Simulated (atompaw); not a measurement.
**Mn (Z = 25) PAW (atompaw): all-electron and pseudo phase curves**

```
Element                 : Mn (Z = 25)
Generator               : atompaw 4.2.0.5
Type                    : PAW
Functional              : PBE
Relativity              : scalar-relativistic
Frozen core             : [Ne] 3s2
Valence charge          : 13
Reference configuration : 3p6 3d5 4s1.5 4p0.5
Partial waves           : 4s (bound); 4s channel at 0.2 Ry; 3p (bound); 4p (bound); 3d (bound); 3d channel at 0.6 Ry
Local potential         : troulliermartins scheme with l = 3 at 0 Ry, radius 2.45 bohr
Core correction         : smooth core density matched at 2.05 bohr
Augmentation charge     : besselshape compensation charge, radius 2.65 bohr; PAW radius 2.70 bohr; waves and projectors: bloechl
```

The phase is arctan(r·u′/u) with u = r·R(r), unwrapped; energies in Ry, scanned from -6 to 5 Ry. A pole is an energy at which the radial function vanishes at the test radius. The pseudo phase is shifted by a multiple of π to meet the all-electron one at the reference energy, and phase errors are pseudo minus all-electron; the curves can meet again beyond the range given. Levels narrower than the energy grid can be missing from the lists of poles. Where the grid stepped over a known ghost or core level, its pole and its step of π were put in at the level’s energy.

| channel | radius (bohr) | reference energy (Ry) | poles, all-electron | poles, pseudo | unbroken range about the reference energy with phases within 0.05 rad | phase error 1 Ry above the reference energy (rad) |
| --- | --- | --- | --- | --- | --- | --- |
| s | 2.72 | -0.41 | 1.27 | -0.48, 1.28 | -0.5 to 3.1 | +0.000 |
| p | 2.72 | -0.13 | -4.05, 2.18 | -4.05, 2.28 | below 3.9 | +0.006 |
| d | 2.72 | -0.56 | -0.44, 3.76 | -0.44, 4.07 | below 4.7 | +0.000 |

Note: ghost state, extra bound levels that the all-electron valence spectrum of the same l lacks: s at -6.5 eV. A true bound ghost makes a file unfit for plane-wave use.

Phases in the s channel:

```csv
E (Ry),all-electron,pseudo
-6.00,1.411,4.548
-5.76,1.406,4.545
-5.52,1.401,4.540
-5.28,1.397,4.535
-5.04,1.391,4.530
-4.80,1.386,4.525
-4.56,1.380,4.519
-4.32,1.373,4.512
-4.08,1.365,4.505
-3.84,1.357,4.496
-3.60,1.348,4.487
-3.36,1.337,4.476
-3.12,1.325,4.463
-2.88,1.310,4.449
-2.64,1.293,4.431
-2.40,1.272,4.410
-2.16,1.245,4.384
-1.92,1.211,4.350
-1.68,1.165,4.304
-1.44,1.100,4.238
-1.20,0.999,4.138
-0.96,0.828,3.967
-0.72,0.502,3.641
-0.48,-0.096,3.035
-0.24,-0.731,-0.731
0.00,-1.094,-1.094
0.24,-1.283,-1.283
0.48,-1.394,-1.394
0.72,-1.467,-1.466
0.96,-1.520,-1.518
1.20,-1.561,-1.559
1.44,-1.595,-1.592
1.68,-1.625,-1.620
1.92,-1.654,-1.646
2.16,-1.681,-1.670
2.40,-1.710,-1.694
2.64,-1.741,-1.718
2.88,-1.777,-1.743
3.12,-1.820,-1.771
3.36,-1.875,-1.802
3.60,-1.950,-1.839
3.84,-2.063,-1.883
4.08,-2.248,-1.938
4.32,-2.582,-2.011
4.56,-3.138,-2.110
4.80,-3.711,-2.253
```
